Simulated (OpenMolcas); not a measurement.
# GeNH3Cl: a line through the functionals

GeNH3Cl: 6 atoms, total charge 0, spin state doublet. As SMILES, `[NH2][GeH][Cl]`. Geometry: relaxed at PBE0-D4/def2-TZVP. This is one conformer, not always the lowest.

The vertical energy of the quartet above the doublet y, in eV, basis cc-pVDZ; a is the functional's share of exact exchange. Programs: OpenMolcas 26.06.

```
functional     program     a  y (eV)
     UTPSS  OpenMolcas     0    6.35
  U-r2SCAN  OpenMolcas     0    6.47
    UB3LYP  OpenMolcas   0.2    6.59
     UPBE0  OpenMolcas  0.25       ?
    UBHLYP  OpenMolcas   0.5    6.65
```

Q: Fit y = c + s·a to the known rows and predict UPBE0.

A: 
1. Means of the 4 rows: a = 0.1750, y = 6.515.
2. Σ(Δa)² = 0.1675, Σ(Δa·Δy) = 0.0825, so the slope is 0.0825/0.1675 = 0.49254.
3. Intercept: 6.515 − (0.49254) × 0.1750 = 6.429. The largest residual of the fit is 0.079.
4. UPBE0: 6.429 + (0.49254) × 0.25 = 6.55 eV.

The run gave 6.56 eV, so the prediction is off by -0.01 eV, within the largest residual. The rows mix families of semi-local functionals, which the line can't see.
